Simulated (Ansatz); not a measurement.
Coupled-cluster diagnostics for the cluster Pd3H5, Ansatz.

Geometry of the doublet (PBE-D4/def2-SVP):

```xyz
8

Pd   -1.222    1.027    0.828
Pd   -0.287    0.335   -1.507
Pd    0.816   -0.985    0.470
H    -0.353    1.656   -0.441
H     1.962   -1.725   -0.594
H     0.073   -0.001    1.623
H    -2.292    1.980    0.182
H     1.302   -2.287   -0.560
```

In the def2 sets Pd takes a core potential; there is no spin–orbit coupling. Correlated methods freeze no core orbitals; core or outer-core shells of Pd are correlated, in sets that lack core-valence functions. In the doublet, H5 and H8 lie 0.87 Å apart (atoms count from 1), so H2 has formed as a molecule. Another isomer (doublet) lies 0.09 eV lower at PBE0-D4/def2-TZVP; other spin states weren't run for this one.

**Question.** Estimate the CCSD(T) correlation energy, the shares of MP2 and (T), T1 and the reference's ⟨S²⟩ for: charge 0, doublet, own geometry in def2-SVP; and the rough time on 2 threads of Arm Neoverse V2 on a shared host.

**Answer.** 
| state | basis | correlation (eV) | MP2 share (%) | (T) share (%) | T1 | ⟨S²⟩ (pure) | wall time | remarks |
| --- | --- | --- | --- | --- | --- | --- | --- | --- |
| charge 0, doublet, own geometry | def2-SVP | -33.542 | 99.1 | 4.1 | 0.039 | 0.96 (0.75) | 8.1 min | spin-contaminated |
Customary marks for T1 are 0.02 (closed shells), 0.045 (open shells) and about 0.05 (3d metals). T1 exceeds 0.02 in 1 of 1 rows and 0.045 in 0; the higher it lies, the less the single-reference result can be trusted.
